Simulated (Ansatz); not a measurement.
Cartesian coordinates (Å):
```xyz
12

Nb    -0.1289     0.0126     0.0748
F      0.9305     0.6817     1.4763
F     -1.1883    -0.6564    -1.3268
N     -0.3807     1.8594    -0.6165
H      0.0161     2.6952    -0.1919
H     -0.9238     2.0985    -1.4436
N     -1.4081    -0.7356     1.3998
H     -2.2520    -1.2526     1.1611
H     -1.3088    -0.6544     2.4096
N      1.4019    -1.0858    -0.5590
H      1.3758    -1.7023    -1.3687
H      2.3193    -1.1085    -0.1183
```
Charge 0, spin multiplicity 1.

These are frozen-core CCSD(T)/def2-TZVPP // r2SCAN-D4/def2-SVP (Ansatz, a first-principles code) values and carry that method's errors.

The HF energy comes out as -422.46556 Ha and the MP2 correlation energy is -1.62224 Ha.

Q: Estimate the CCSD correlation energy, the (T) correction, the total energy and the T1 diagnostic.

A: 
| Property | Result |
|---|---|
| CCSD correlation energy | -1.61992 Ha |
| (T) correction | -0.07103 Ha |
| CCSD(T) total energy | -424.15650 Ha |
| T1 diagnostic | 0.019 |
